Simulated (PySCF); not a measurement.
Compound: C5H8Si.
Structure used (PBE0-D3(BJ)/def2-SVP), in Å, numbered top down from 1:
```
atom  x, y, z in Å
C1     3.1020    0.9238   -0.2479
C2     2.2885    0.6974    0.7948
C3     1.0472    0.0074    0.7257
C4    -0.0148   -0.5873    0.6980
C5    -1.3074   -1.2356    0.6316
Si6   -2.6557   -0.0310    0.0391
H7     2.8505    0.5769   -1.2534
H8     4.0421    1.4640   -0.1154
H9     2.5788    1.0638    1.7875
H10   -1.6041   -1.6304    1.6187
H11   -1.2835   -2.0941   -0.0620
H12   -3.9663   -0.7497   -0.0153
H13   -2.3135    0.4757   -1.3217
H14   -2.7603    1.1147    0.9890
```

Method used: PBE0-D3(BJ)/def2-SVP geometry optimisation, gas phase (PySCF).

Masses are those of the commonest isotopes; rigid-rotor values at the optimised geometry. 

(1) Give the principal moments of inertia and the rotational constants in GHz.

(2) What kind of rotor is it?

(3) What does the inertial defect say?

(4) Give the other two planar moments, Paa and Pbb, and the rms extents of the mass along the axes.

(5) Where do the levels up to J = 3 lie, in K?

(6) Predict some low-J microwave lines.

Results:

(1) Ia = 56.28, Ib = 504.46, Ic = 531.54 u·Å²; 505379 MHz·u·Å²/I gives 8980, 1002 and 950.8 MHz, that is A = 8.9797, B = 1.0018, C = 0.9508 GHz.

(2) A near-prolate asymmetric top; Ray's κ = -0.987.

(3) Not planar: Δ = Ic − Ia − Ib = -29.20 u·Å². For a rigid frame Δ = −2 Σ m c², so Σ m c² = 14.60 u·Å² lies off the ab plane: 8.88 from hydrogen and 5.72 from heavier atoms. The atom farthest from that plane is 1.50 Å away.

(4) Paa = Σ m a² = (Ib + Ic − Ia)/2 = 489.86 and Pbb = Σ m b² = (Ia + Ic − Ib)/2 = 41.68 u·Å². With the mass M = 96.04 u, the rms extents √(P/M) along a, b and c are 2.26, 0.66, 0.39 Å.

(5) Above 0(0,0), as E/k:
J = 1: 1(0,1) 0.094, 1(1,1) 0.477, 1(1,0) 0.479
J = 2: 2(0,2) 0.281, 2(1,2) 0.662, 2(1,1) 0.669, 2(2,1) 1.818, 2(2,0) 1.818
J = 3: 3(0,3) 0.562, 3(1,3) 0.939, 3(1,2) 0.954, 3(2,2) 2.099, 3(2,1) 2.099, 3(3,1) 4.019, 3(3,0) 4.019

(6) The dipole components are |μa| = 0.35 D, |μb| = 0.35 D, |μc| = 0.15 D. The squared components, which scale the intensities, stand as 1.00 : 1.00 : 0.17 (a : b : c). Some lines, for components of 0.1 D or more:

| type | branch | J(Ka,Kc) | MHz | lower level (cm⁻¹) |
| --- | --- | --- | --- | --- |
| a | R | 1(0,1) ← 0(0,0) | 1953 | 0.000 |
| b | R | 1(1,1) ← 0(0,0) | 9930 | 0.000 |
| c | R | 2(1,1) ← 1(0,1) | 11985 | 0.065 |
| c | R | 3(1,2) ← 2(0,2) | 14014 | 0.195 |
| b | Q | 3(2,1) ← 3(1,2) | 23859 | 0.663 |
| c | Q | 2(2,1) ← 2(1,1) | 23934 | 0.465 |
| b | Q | 2(2,0) ← 2(1,1) | 23934 | 0.465 |
| b | Q | 2(2,1) ← 2(1,2) | 24087 | 0.460 |
| c | R | 2(2,0) ← 1(1,0) | 27890 | 0.333 |
| b | R | 3(3,1) ← 2(2,0) | 45875 | 1.263 |

No frequency check. These are rigid-rotor constants of the computed structure; measured ground-state constants (B0) also hold zero-point vibration. A rigid rotor knows nothing of internal rotation, which can split or shift real lines.

Time: 46 s of wall time; peak memory 0.52 GiB. Hardware: an Arm Neoverse V1 with one thread, shared host with 64 logical CPUs at a one-minute load of 29. This is the geometry optimisation.
